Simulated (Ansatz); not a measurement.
`C/C(F)=[CH]/[GeH3]` and `C/C(F)=C/CF` differ in one atom or group.

Ansatz, PBE0-D4/def2-TZVP geometries, multiplicity 1. Each molecule was computed in one conformer, which needn't be the lowest.

Scalar relativity is left out up to krypton.

```csv
property,`C/C(F)=[CH]/[GeH3]`
HOMO energy (PBE0/def2-TZVPP) / eV,-7.38
HOMO–LUMO gap (PBE/def2-TZVPP) / eV,5.16
HOMO–LUMO gap (ωB97M-V/def2-TZVPP) / eV,11.57
LUMO energy (B3LYP/def2-TZVPP) / eV,-0.32
size of the dipole moment (ωB97M-V/def2-TZVPP) / D,1.93
LUMO energy (PBE/def2-TZVPP) / eV,-1.03
```

What does the change do to each property? (Best estimate.)

Ansatz gave: 
```json
{"property": "HOMO energy (PBE0/def2-TZVPP) / eV", "`C/C(F)=C/CF`": "-7.50", "shift": "-0.12"}
{"property": "HOMO–LUMO gap (PBE/def2-TZVPP) / eV", "`C/C(F)=C/CF`": "5.32", "shift": "0.16"}
{"property": "HOMO–LUMO gap (ωB97M-V/def2-TZVPP) / eV", "`C/C(F)=C/CF`": "11.95", "shift": "0.38"}
{"property": "LUMO energy (B3LYP/def2-TZVPP) / eV", "`C/C(F)=C/CF`": "-0.19", "shift": "0.13"}
{"property": "size of the dipole moment (ωB97M-V/def2-TZVPP) / D", "`C/C(F)=C/CF`": "2.50", "shift": "0.57"}
{"property": "LUMO energy (PBE/def2-TZVPP) / eV", "`C/C(F)=C/CF`": "-0.96", "shift": "0.07"}
```

With PBE0 the HOMO falls by 0.12 eV and the LUMO rises by 0.15 eV, so the gap widens by about 0.27 eV. PBE moves the HOMO by -0.08 eV and ωB97M-V by -0.14 eV. Dipoles are sizes alone; their direction can turn.

B3LYP here is the variant with VWN-RPA as its local correlation; programs differ in this.
